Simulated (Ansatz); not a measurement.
These are B3LYP-D3(BJ)/def2-TZVP in Ansatz (a quantum-chemistry and plane-wave program) values and carry that method's errors. No frequencies were computed at this level.

Ansatz 0.2 input:
```yaml
crystal:
  periodic: [false, false, false]
  atoms:
    - { symbol: N, position_ang: [0.85401, 0.202102, -0.22412] }
    - { symbol: C, position_ang: [-0.496193, -0.006573, -0.017298] }
    - { symbol: F, position_ang: [-1.137463, 1.138999, 0.222138] }
    - { symbol: F, position_ang: [-0.804178, -0.816467, 1.044304] }
    - { symbol: F, position_ang: [-1.069426, -0.585887, -1.074034] }
    - { symbol: H, position_ang: [1.300155, 0.705009, 0.528802] }
    - { symbol: H, position_ang: [1.353097, -0.637181, -0.47979] }
basis:
  gaussian: { orbitals: def2-tzvp }
hamiltonian:
  xc: b3lyp
  dispersion: d3bj
relax:
  max_steps: 150
```

Output:

```
Functional definition: B3LYP
891 factors; their error is unknown
mean field evaluation 1: about -10708.8308 eV, gradient 6.6e1 eV
mean field evaluation 2: about -10703.6083 eV, gradient 8.4e1 eV
mean field evaluation 4: about -10715.3340 eV, gradient 2.2e0 eV
mean field evaluation 8: about -10715.3399 eV, gradient 2.2e-2 eV
mean field evaluation 16: about -10715.3617 eV, gradient 6.3e-5 eV
mean field -10715.36172622 eV, -393.7822803056 hartree, gradient 6.3e-5 eV, S^2 0.000000; 0 other end points of the search recorded, 0 dependent functions left out
reference -10715.36189562 eV, -393.7822865311 hartree; 21, 21 occupied and 146, 146 virtual orbitals, 891 factors
relax step   1: F+E_penalty+E_count = -10715.50889731 eV  Δ(F+E_penalty+E_count) = +0.000e0 eV  max|allowed force component| = 5.263e-1 eV/Å  Δτ_max = 0.0000 Å  (30 SCF iters, accepted)
these checks for a lower state are left out or cut short: starts, cluster_reference, orbital_swaps, neighbouring_geometries, increment
891 factors; their error is unknown
mean field -10715.37389860 eV, -393.7827276322 hartree, gradient 8.0e-6 eV, S^2 0.000000; 0 other end points of the search recorded, 0 dependent functions left out
reference -10715.37406827 eV, -393.7827338677 hartree; 21, 21 occupied and 146, 146 virtual orbitals, 891 factors
relax step   2: F+E_penalty+E_count = -10715.52107508 eV  Δ(F+E_penalty+E_count) = -1.218e-2 eV  max|allowed force component| = 2.158e-1 eV/Å  Δτ_max = 0.0108 Å  (32 SCF iters, accepted)
these checks for a lower state are left out or cut short: starts, cluster_reference, orbital_swaps, neighbouring_geometries, increment
891 factors; their error is unknown
mean field evaluation 32: about -10715.3773 eV, gradient 8.1e-6 eV
mean field -10715.37725902 eV, -393.7828511253 hartree, gradient 8.1e-6 eV, S^2 0.000000; 0 other end points of the search recorded, 0 dependent functions left out
reference -10715.37742916 eV, -393.7828573781 hartree; 21, 21 occupied and 146, 146 virtual orbitals, 891 factors
relax step   3: F+E_penalty+E_count = -10715.52442008 eV  Δ(F+E_penalty+E_count) = -3.345e-3 eV  max|allowed force component| = 7.396e-2 eV/Å  Δτ_max = 0.0089 Å  (33 SCF iters, accepted)
these checks for a lower state are left out or cut short: starts, cluster_reference, orbital_swaps, neighbouring_geometries, increment
891 factors; their error is unknown
mean field -10715.37717307 eV, -393.7828479667 hartree, gradient 8.1e-6 eV, S^2 0.000000; 0 other end points of the search recorded, 0 dependent functions left out
reference -10715.37734409 eV, -393.7828542515 hartree; 21, 21 occupied and 146, 146 virtual orbitals, 891 factors
relax step   4: F+E_penalty+E_count = -10715.52439840 eV  Δ(F+E_penalty+E_count) = +2.168e-5 eV  max|allowed force component| = 1.881e-1 eV/Å  Δτ_max = 0.0134 Å  (31 SCF iters, rejected (line search))
these checks for a lower state are left out or cut short: starts, cluster_reference, orbital_swaps, neighbouring_geometries, increment
891 factors; their error is unknown
mean field -10715.37788250 eV, -393.7828740380 hartree, gradient 8.1e-6 eV, S^2 0.000000; 0 other end points of the search recorded, 0 dependent functions left out
reference -10715.37805296 eV, -393.7828803021 hartree; 21, 21 occupied and 146, 146 virtual orbitals, 891 factors
relax step   5: F+E_penalty+E_count = -10715.52508947 eV  Δ(F+E_penalty+E_count) = -6.694e-4 eV  max|allowed force component| = 1.667e-2 eV/Å  Δτ_max = 0.0065 Å  (33 SCF iters, accepted)
these checks for a lower state are left out or cut short: starts, cluster_reference, orbital_swaps, neighbouring_geometries, increment
891 factors; their error is unknown
mean field -10715.37796485 eV, -393.7828770641 hartree, gradient 8.1e-6 eV, S^2 0.000000; 0 other end points of the search recorded, 0 dependent functions left out
reference -10715.37813548 eV, -393.7828833346 hartree; 21, 21 occupied and 146, 146 virtual orbitals, 891 factors
relax step   6: F+E_penalty+E_count = -10715.52522528 eV  Δ(F+E_penalty+E_count) = -1.358e-4 eV  max|allowed force component| = 1.113e-2 eV/Å  Δτ_max = 0.0066 Å  (33 SCF iters, accepted)
these checks for a lower state are left out or cut short: starts, cluster_reference, orbital_swaps, neighbouring_geometries, increment
891 factors; their error is unknown
mean field evaluation 64: about -10715.3780 eV, gradient 8.2e-6 eV
mean field -10715.37795292 eV, -393.7828766256 hartree, gradient 8.2e-6 eV, S^2 0.000000; 0 other end points of the search recorded, 0 dependent functions left out
reference -10715.37812354 eV, -393.7828828960 hartree; 21, 21 occupied and 146, 146 virtual orbitals, 891 factors
relax step   7: F+E_penalty+E_count = -10715.52521398 eV  Δ(F+E_penalty+E_count) = +1.130e-5 eV  max|allowed force component| = 1.658e-2 eV/Å  Δτ_max = 0.0014 Å  (33 SCF iters, rejected (line search))
these checks for a lower state are left out or cut short: starts, cluster_reference, orbital_swaps, neighbouring_geometries, increment
891 factors; their error is unknown
mean field -10715.37797792 eV, -393.7828775446 hartree, gradient 8.2e-6 eV, S^2 0.000000; 0 other end points of the search recorded, 0 dependent functions left out
reference -10715.37814855 eV, -393.7828838150 hartree; 21, 21 occupied and 146, 146 virtual orbitals, 891 factors
relax step   8: F+E_penalty+E_count = -10715.52523439 eV  Δ(F+E_penalty+E_count) = -9.113e-6 eV  max|allowed force component| = 1.029e-3 eV/Å  Δτ_max = 0.0007 Å  (32 SCF iters, accepted)
891 factors; their error is unknown
mean field evaluation 96: about -10715.3780 eV, gradient 6.2e-5 eV
mean field -10715.37797792 eV, -393.7828775446 hartree, gradient 8.2e-6 eV, S^2 0.000000; 1 other end points of the search recorded, 0 dependent functions left out
reference -10715.37814855 eV, -393.7828838150 hartree; 21, 21 occupied and 146, 146 virtual orbitals, 891 factors
Total energy: -10715.52540502 eV, -393.7882953905 hartree
Atom 0 at     0.855804     0.216598    -0.243317 Å, force    -0.000227    -0.000637     0.000835 eV/Å
Atom 1 at    -0.504546    -0.007288    -0.016785 Å, force     0.000385     0.000527    -0.000682 eV/Å
Atom 2 at    -1.134741     1.152852     0.226950 Å, force     0.000380    -0.000463     0.000077 eV/Å
Atom 3 at    -0.783837    -0.818126     1.047580 Å, force    -0.000944    -0.000311     0.000364 eV/Å
Atom 4 at    -1.065831    -0.594204    -1.085882 Å, force     0.000359     0.000073     0.000480 eV/Å
Atom 5 at     1.290287     0.691574     0.536562 Å, force    -0.000002     0.001029    -0.000069 eV/Å
Atom 6 at     1.342867    -0.641403    -0.465107 Å, force     0.000047    -0.000219    -0.001006 eV/Å
Dipole moment:     0.519111    -0.071621     0.122558 e Å
```

Cost: roughly 40 core-seconds.
